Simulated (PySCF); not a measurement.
Screening by computed properties: pick the candidate that meets the target.

All species are isolated and taken at one optimised geometry, non-relativistic unless stated; the electronic structure was computed with PySCF and density fitting.

Dipoles, sizes and rotational constants follow the conformer. The torsions of the flexible species, by atom-mapped SMILES:
- `[CH2:1]=[C:2]([Cl:3])/[CH:4]=[C:5](\[Cl:6])[C:7]#[C:8][CH2:9][CH3:10]`: C1–C2–C4–C5 -179°
- `[CH3:1]/[N:2]=[CH:3]\[C:4]1=[CH:5][CH:6]=[CH:7][C:8]12[CH2:9][CH2:10]2`: N2–C3–C4–C5 -24°
- `[CH3:1][CH2:2][C@:3]1([SiH3:4])[CH:5]=[CH:6][O:7][SiH2:8]1`: C1–C2–C3–Si4 173°
- `[O:1]=[PH2:2][OH:3]`: H–O3–P2–O1 0°
- `[NH2:1][c:2]1[cH:3][s:4][c:5]2[cH:6][cH:7][nH:8][c:9]12`: H–N1–C2–C3 144°, H–N1–C2–C3 16°
- `[CH:1]#[C:2][CH2:3][P+:4]([CH3:5])([CH3:6])[CH2:7][PH2:8]`: C2–C3–P4–C5 -64°, C3–P4–C7–P8 55°, H–P8–C7–P4 173°, H–P8–C7–P4 -94°
- `[CH3:1][C:2](=[O:3])[C@@H:4]([CH3:5])[CH2:6][SiH:7]([F:8])[F:9]`: C1–C2–C4–C5 37°, C2–C4–C6–Si7 44°, C4–C6–Si7–F8 142°

(1) Wanted: smallest rotational constant between 1 GHz and 4 GHz (GFN2-xTB) and HOMO energy above -10 eV (PBE0/pcSseg-1), at GFN2-xTB geometries. Which candidate meets both?
A. `C/N=C\C1=CC=CC12CC2`
B. `C=C(Cl)/C=C(\Cl)C#CCC`
C. `Nc1csc2cc[nH]c12`
D. `CC[C@]1([SiH3])C=CO[SiH2]1`
E. `C#CC[P+](C)(C)CP`
F. `[PH2](=O)O`

(2) Wanted: dipole moment between 1.7 D and 3 D (PBE0/pcSseg-1) and HOMO–LUMO gap below 6.8 eV (PBE0/pcSseg-1), at GFN2-xTB geometries. Which candidate meets both?
A. `CC(=O)[C@@H](C)C[SiH](F)F`
B. `C/N=C\C1=CC=CC12CC2`
C. `NC1=CSC2=C1NC=C2`
D. `CC[C@]1([SiH3])C=CO[SiH2]1`
E. `[PH2](O)=O`
F. `C=C(Cl)/C=C(\Cl)C#CCC`

## Answers

(1) D. Computed values:
```csv
species,smallest rotational constant,HOMO energy
C=C(Cl)/C=C(\Cl)C#CCC,0.345 GHz,-6.54 eV
C/N=C\C1=CC=CC12CC2,0.798 GHz,-6.29 eV
C#CC[P+](C)(C)CP,0.854 GHz,-11.58 eV
Nc1csc2cc[nH]c12,0.920 GHz,-5.37 eV
CC[C@]1([SiH3])C=CO[SiH2]1,1.071 GHz,-6.40 eV
[PH2](=O)O,7.333 GHz,-8.40 eV
```

(2) B. Computed values:
| species | dipole moment | HOMO–LUMO gap |
| --- | --- | --- |
| CC[C@]1([SiH3])C=CO[SiH2]1 | 1.23 D | 6.58 eV |
| [PH2](O)=O | 2.14 D | 9.39 eV |
| C/N=C\C1=CC=CC12CC2 | 2.49 D | 4.81 eV |
| C=C(Cl)/C=C(\Cl)C#CCC | 3.28 D | 4.70 eV |
| NC1=CSC2=C1NC=C2 | 3.61 D | 5.56 eV |
| CC(=O)[C@@H](C)C[SiH](F)F | 5.71 D | 7.01 eV |
